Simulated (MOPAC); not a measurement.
Job for MOPAC: PM6 on BF3H3N (a complex), monomers drawn apart or pushed together.

```
PM6 1SCF PRECISE CHARGE=0 THREADS=1
BF3H3N

F     -1.12754800 1    -0.83537892 1     0.69297262 1
B     -0.00733229 1    -0.08964472 1     0.96186176 1
F      0.00315175 1     1.14889885 1     0.37091927 1
F      1.17295726 1    -0.78058983 1     0.84861568 1
N     -0.17515114 1     0.38179013 1     3.27701548 1
H     -1.03114392 1     0.89540949 1     3.46838279 1
H     -0.18609134 1    -0.48337768 1     3.81041591 1
H      0.61745101 1     0.94230433 1     3.57827278 1
```

The log:

```
*******************************************************************************
 **                                                                           **
 **                              MOPAC v23.2.5                                **
 **                                                                           **
 *******************************************************************************
 ** MOPAC's Digital Object Identifier: https://doi.org/10.5281/zenodo.6511958 **
 **                                                                           **
 ** Please cite the open-source release paper for use of this MOPAC version:  **
 ** J. E. Moussa and J. J. P. Stewart (2026)                                  **
 ** MOPAC: An open-source semiempirical molecular orbital program             **
 ** J. Open Source Softw., 11(119), 8025, https://doi.org/10.21105/joss.08025 **
 *******************************************************************************

                              PM6 CALCULATION RESULTS

 *******************************************************************************
 *  PM6        - The PM6 Hamiltonian to be used
 *
 *
 *
 *                 CHARGE ON SYSTEM = 0
 *
 *
 *
 *  PRECISE    - TIGHTER CRITERIA TO BE USED
 *  1SCF       - DO 1 SCF AND THEN STOP
 *  THREADS=1  - MULTI-THREADING NOT USED
 *  T=         - A TIME OF 172800.0 SECONDS REQUESTED
 *  DUMP=N     - RESTART FILE WRITTEN EVERY 7200.0 SECONDS REQUESTED
 *******************************************************************************
PM6 1SCF PRECISE CHARGE=0 THREADS=1
 BF3H3N

   ATOM   CHEMICAL          X               Y               Z
  NUMBER   SYMBOL      (ANGSTROMS)     (ANGSTROMS)     (ANGSTROMS)

     1       F         -1.12754800  *  -0.83537892  *   0.69297262  *
     2       B         -0.00733229  *  -0.08964472  *   0.96186176  *
     3       F          0.00315175  *   1.14889885  *   0.37091927  *
     4       F          1.17295726  *  -0.78058983  *   0.84861568  *
     5       N         -0.17515114  *   0.38179013  *   3.27701548  *
     6       H         -1.03114392  *   0.89540949  *   3.46838279  *
     7       H         -0.18609134  *  -0.48337768  *   3.81041591  *
     8       H          0.61745101  *   0.94230433  *   3.57827278  *



          CARTESIAN COORDINATES

    NO.       ATOM           X           Y           Z

     1         F         -1.1275     -0.8354      0.6930
     2         B         -0.0073     -0.0896      0.9619
     3         F          0.0032      1.1489      0.3709
     4         F          1.1730     -0.7806      0.8486
     5         N         -0.1752      0.3818      3.2770
     6         H         -1.0311      0.8954      3.4684
     7         H         -0.1861     -0.4834      3.8104
     8         H          0.6175      0.9423      3.5783

 General Reference for PM6:
 "Optimization of Parameters for Semiempirical Methods V: Modification of NDDO Approximations
 and Application to 70 Elements", J. J. P. Stewart, J. Mol. Mod., 13, 1173-1213 (2007)
 URL: https://link.springer.com/article/10.1007/s00894-007-0233-4

           Empirical Formula: H3 N F3 B  =     8 atoms



      MOLECULAR POINT GROUP   :   C3v


      RHF CALCULATION, NO. OF DOUBLY OCCUPIED LEVELS = 16


 -------------------------------------------------------------------------------
 PM6 1SCF PRECISE CHARGE=0 THREADS=1
 BF3H3N



     1SCF WAS SPECIFIED, SO BFGS WAS NOT USED
     SCF FIELD WAS ACHIEVED


                              PM6 CALCULATION
                                                       MOPAC v23.2.5 Linux




          FINAL HEAT OF FORMATION =       -274.11475 KCAL/MOL =   -1146.89613 KJ/MOL


          COSMO AREA              =        107.38 SQUARE ANGSTROMS
          COSMO VOLUME            =         89.16 CUBIC ANGSTROMS

          IONIZATION POTENTIAL    =         11.785697 EV
          HOMO LUMO ENERGIES (EV) =        -11.786  0.335
          NO. OF FILLED LEVELS    =         16
          MOLECULAR WEIGHT        =         84.8356         POINT GROUP:  C3v

          MOLECULAR DIMENSIONS (Angstroms)

            Atom       Atom       Distance
            H     7    F     3     3.81186
            H     6    F     4     3.38350
            H     8    F     1     3.21087


          SCF CALCULATIONS        =          1





   ATOM   CHEMICAL          X               Y               Z
  NUMBER   SYMBOL      (ANGSTROMS)     (ANGSTROMS)     (ANGSTROMS)

     1       F         -1.12754800  *  -0.83537892  *   0.69297262  *
     2       B         -0.00733229  *  -0.08964472  *   0.96186176  *
     3       F          0.00315175  *   1.14889885  *   0.37091927  *
     4       F          1.17295726  *  -0.78058983  *   0.84861568  *
     5       N         -0.17515114  *   0.38179013  *   3.27701548  *
     6       H         -1.03114392  *   0.89540949  *   3.46838279  *
     7       H         -0.18609134  *  -0.48337768  *   3.81041591  *
     8       H          0.61745101  *   0.94230433  *   3.57827278  *

                             CARTESIAN COORDINATES

   1    F       -1.127548000    -0.835378920     0.692972620
   2    B       -0.007332290    -0.089644720     0.961861760
   3    F        0.003151750     1.148898850     0.370919270
   4    F        1.172957260    -0.780589830     0.848615680
   5    N       -0.175151140     0.381790130     3.277015480
   6    H       -1.031143920     0.895409490     3.468382790
   7    H       -0.186091340    -0.483377680     3.810415910
   8    H        0.617451010     0.942304330     3.578272780


           Empirical Formula: H3 N F3 B  =     8 atoms



      MOLECULAR POINT GROUP   :   C3v


                  EIGENVALUES
 -40.23093 -40.23091 -40.09708 -32.03159 -18.44283 -17.41851 -17.41848 -16.65989
 -16.65988 -16.24420 -15.08376 -15.00293 -15.00293 -14.11126 -14.11125 -11.78570
   0.33518   2.83656   3.40230   4.70212   4.70213   5.62949   5.62950


              NET ATOMIC CHARGES AND DIPOLE CONTRIBUTIONS

  ATOM NO.   TYPE          CHARGE      No. of ELECS.   s-Pop       p-Pop
    1          F          -0.310047        7.3100     1.95629     5.35376
    2          B           0.831571        2.1684     0.85956     1.30887
    3          F          -0.310050        7.3100     1.95629     5.35376
    4          F          -0.310050        7.3100     1.95629     5.35376
    5          N          -0.568475        5.5685     1.55506     4.01342
    6          H           0.222350        0.7776     0.77765
    7          H           0.222351        0.7776     0.77765
    8          H           0.222349        0.7777     0.77765
 DIPOLE           X         Y         Z       TOTAL
 POINT-CHG.    -0.264     0.741     3.641     3.725
 HYBRID        -0.105     0.295     1.448     1.481
 SUM           -0.369     1.036     5.089     5.206


          ATOMIC ORBITAL ELECTRON POPULATIONS

     Atom    s        px        py        pz
    1  F   1.95629   1.63294   1.81240   1.90842
    2  B   0.85956   0.51983   0.51103   0.27800
    3  F   1.95629   1.96951   1.56247   1.82179
    4  F   1.95629   1.58948   1.83411   1.93018
    5  N   1.55506   1.19140   1.20683   1.61518
    6  H   0.77765
    7  H   0.77765
    8  H   0.77765

 **********************
 *                    *
 * JOB ENDED NORMALLY *
 *                    *
 **********************




 == MOPAC DONE ==
```

The run finished.

Cost: roughly 0.03 core-seconds.
